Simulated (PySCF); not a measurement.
**From computed data to an observable: dipole moment from atomic charges**

ClF2H3SSi2, SMILES F[SiH](F)S[SiH2]Cl. Atoms are numbered in the order given.

```xyz
9

Si     1.2789     0.3214    -1.0647
F      2.4130    -0.1867    -0.0194
F      0.7416     1.7571    -0.5093
S     -0.3584    -1.0437    -1.1724
Si    -1.6849    -0.1280     0.2776
Cl    -0.8207    -0.0497     2.1621
H      1.9101     0.4957    -2.3996
H     -2.0674     1.2580    -0.1282
H     -2.8625    -1.0500     0.3072
```

Coordinates come from a PBE-D3(BJ)/def2-SVP optimisation. This is a generated structure with no PubChem entry under its InChIKey; it may be hypothetical. One conformer was computed; it need not be the lowest.

Charges (e) from PySCF with CAM-B3LYP/def2-TZVP:

```csv
atom,IAO,ESP fit
Si1,1.398,0.569
F2,-0.527,-0.230
F3,-0.529,-0.229
S4,-0.438,-0.178
Si5,0.777,0.103
Cl6,-0.311,-0.085
H7,-0.142,-0.023
H8,-0.115,0.025
H9,-0.113,0.047
```

The dipole moment of the full density is 2.10 D.

Task: What dipole moment does each set of point charges give, and which comes closer to that of the density?

Result: 
μ = Σ q r, and 1 e Å = 4.8032 D.
IAO: Σ q r = (-0.483, -0.105, -0.831) e Å, |μ| = 4.65 D.
ESP fit: Σ q r = (-0.267, -0.029, -0.365) e Å, |μ| = 2.18 D.
ESP fit comes closer in size. Point charges leave out the atoms' own dipoles (lone pairs, polarised bonds); fits to the potential absorb them, partitions of the density don't.
